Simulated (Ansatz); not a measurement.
Molecule: SiH, net charge 1, singlet state. 
Coordinates optimised at B3LYP-D3(BJ)/def2-TZVP (Ansatz, a program for electronic structure):
```
Si
H 1 1.5149
```
Charge +1, spin multiplicity 1.

Basis-set convergence of Hartree-Fock and CCSD(T) correlation energies (hartree) with Ansatz. Correlated levels leave the core frozen unless marked. Spin-orbit coupling is left out. Non-relativistic.

The Hartree-Fock reference is unstable (checked in the largest basis), which strains HF and MP2. 

| basis | functions | E(HF) | E(corr, CCSD(T)) |
|---|---|---|---|
| def2-SVPD | 32 | -289.06080 | -0.08499 |
| def2-TZVPPD | 65 | -289.15949 | -0.09423 |
| def2-QZVPPD | 109 | -289.16751 | -0.09724 |

Extrapolating the two largest sets (X = 3 and 4) as X^-3: E(corr) = (64·(-0.09724) - 27·(-0.09423))/37 = -0.0994 Eh, an estimate of the basis-set limit. The largest set recovers 97.8 % of it, the smallest 85.5 %.
